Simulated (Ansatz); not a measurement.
```yaml
crystal:
  periodic: [false, false, false]
  atoms:
    - {symbol: N, position_ang: [-1.143491, 1.615767, 0.830264]}
    - {symbol: C, position_ang: [-0.596219, 0.459856, 0.481109]}
    - {symbol: Cl, position_ang: [-1.367098, -0.927629, 1.313085]}
    - {symbol: N, position_ang: [0.366729, 0.347127, -0.326293]}
    - {symbol: Si, position_ang: [1.130814, -1.116252, -0.924920]}
    - {symbol: H, position_ang: [-0.796199, 2.455465, 0.437923]}
    - {symbol: H, position_ang: [-1.930593, 1.628619, 1.466422]}
    - {symbol: H, position_ang: [0.267726, -2.010116, -1.576763]}
    - {symbol: H, position_ang: [1.897430, -1.809489, 0.271617]}
    - {symbol: H, position_ang: [2.211482, -0.627949, -1.827431]}
basis:
  gaussian: {orbitals: def2-mTZVPP}
hamiltonian: {xc: {name: B3LYP-D3}}
accuracy: high
output: {forces: true}
```

```sh
$ ansatz run in.yaml --threads 4 --pin off --events-out ev --progress --plain --max-ram 10444MiB
```

(1) How does Ansatz answer? (Estimate.)

Answers

(1) Ansatz gave: The program refused the input.
```
Error: YAML parse error: error: line 16 column 19: hamiltonian.xc: no functional is named "B3LYP-D3"; the names, which are not case-sensitive, are SVWN5, SPW92, PBE, PBE0, PBEsol, revPBE, revPBE0, RPBE, rPW86-PBE, HSE06, wPBEh, LC-wPBE, HISS, HF, BLYP, B3LYP, B3LYP5, BHLYP, CAM-B3LYP, r2SCAN, r2SCANh, r2SCAN0, r2SCAN50, m-r2SCAN, B97, wB97, wB97X, wB97X-V, B97M-V, wB97M-V, B2PLYP, B2GP-PLYP, PBE0-DH, PBE-QIDH
14 | basis:
15 |   gaussian: {orbitals: def2-mTZVPP}
16 | hamiltonian: {xc: {name: B3LYP-D3}}
17 | accuracy: high
18 | output: {forces: true}
```

HSE06 is defined as in plane-wave codes.
